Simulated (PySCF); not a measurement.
A PySCF script (with the pyscf-properties extension) for the NMR shieldings of SMILES C[C@@H]([SiH3])[Si@@H](C)CC[SiH3], C5H18Si3, on a GFN2-xTB geometry:

```python
import basis_set_exchange as bse
import numpy as np
from pyscf import gto, dft
from pyscf.prop import nmr

atoms = """
C    -2.193510    0.093986    1.870349
C    -2.083281   -0.301747    0.397524
Si   -2.607856    1.148780   -0.719213
Si   -0.355925   -1.026864    0.012920
C    -0.314352   -1.714798   -1.758752
C     1.000308    0.296368    0.222733
C     2.410816   -0.257702    0.014739
Si    3.751841    1.076068    0.203118
H    -1.519951    0.916776    2.099505
H    -3.205358    0.413649    2.117027
H    -1.935567   -0.740662    2.520865
H    -2.799296   -1.111505    0.222743
H    -3.966933    1.569263   -0.357392
H    -1.705154    2.288307   -0.531352
H    -2.599840    0.737702   -2.124628
H    -0.092951   -2.132266    0.961222
H    -1.167765   -2.356307   -1.953497
H    -0.328091   -0.916509   -2.494789
H     0.580852   -2.304398   -1.928519
H     0.831066    1.112229   -0.482860
H     0.937608    0.737199    1.218948
H     2.585079   -1.067483    0.725865
H     2.475167   -0.707633   -0.977478
H     3.549767    2.112233   -0.813295
H     5.077908    0.478359    0.032787
H     3.654369    1.679570    1.534705
"""
names = dict.fromkeys(["C", "Si", "H"], "pcSseg-1")
basis = {el: gto.basis.parse(bse.get_basis(n, elements=[el], fmt="nwchem")) for el, n in names.items()}
mol = gto.M(atom=atoms, basis=basis, charge=0, verbose=0)
mf = dft.RKS(mol, xc="PBE0")
mf.grids.level = 2
mf.grids.alignment = dft.numint.BLKSIZE   # the property module wants whole blocks of grid points
mf.conv_tol = 1e-9
mf.kernel()

calc = nmr.RKS(mf)   # GIAO
C = mf.mo_coeff
Co = C[:, mf.mo_occ > 0]
resp = mf.gen_response(singlet=True, hermi=2)
def vind(x):   # induced exchange potential for any number of trial vectors
    d = np.einsum("pi,xij,qj->xpq", C, 2 * x.reshape(-1, C.shape[1], Co.shape[1]), Co, optimize=True)
    return np.einsum("xpq,pi,qj->xij", resp(d - d.transpose(0, 2, 1)), C, Co, optimize=True).ravel()
mo1, _ = nmr.rhf.solve_mo1(calc, with_cphf=vind)
sigma = calc.kernel(mo1)
for i, s in enumerate(sigma):   # ppm
    print("%2d %-2s %9.2f" % (i, mol.atom_pure_symbol(i), np.trace(s) / 3))
```

Problem. Give the expected output.

Solution. 
```
 0 C     171.60
 1 C     183.54
 2 Si    417.94
 3 Si    353.45
 4 C     192.06
 5 C     177.62
 6 C     182.48
 7 Si    415.60
 8 H      30.73
 9 H      30.31
10 H      30.26
11 H      31.54
12 H      27.87
13 H      28.03
14 H      27.77
15 H      27.36
16 H      31.66
17 H      31.73
18 H      31.38
19 H      31.29
20 H      30.97
21 H      31.13
22 H      31.08
23 H      27.94
24 H      27.67
25 H      27.94
```

These numbers come from an equivalent density-fitted implementation of the same equations, which agrees with the script to about 0.01 ppm for H and up to a few tenths of a ppm for heavy atoms, so last digits may differ.

Problem. Turn these shieldings into chemical shifts. References, each an isolated molecule treated in the same way: TMS for $^{13}$C (σref 186.93), $^{29}$Si (σref 349.16), $^{1}$H (σref 31.72).

Solution. Averaging equivalent atoms: C 0: 15.3; C 5: 9.3; C 6: 4.4; C 1: 3.4; C 4: -5.1; Si 3: -4.3; Si 7: -66.4; Si 2: -68.8; H 15: 4.35; H 23/24/25: 3.87; H 12/13/14: 3.83; H 8/9/10: 1.28; H 20: 0.75; H 22: 0.63; H 21: 0.59; H 19: 0.43; H 11: 0.18; H 16/17/18: 0.13 ppm. 

Size and cost of the density-fitted run: 247 basis functions, 3.3 min wall time (2.8 min CPU) on 1 thread of an Intel Xeon, shared host; peak memory 1.3 GiB.
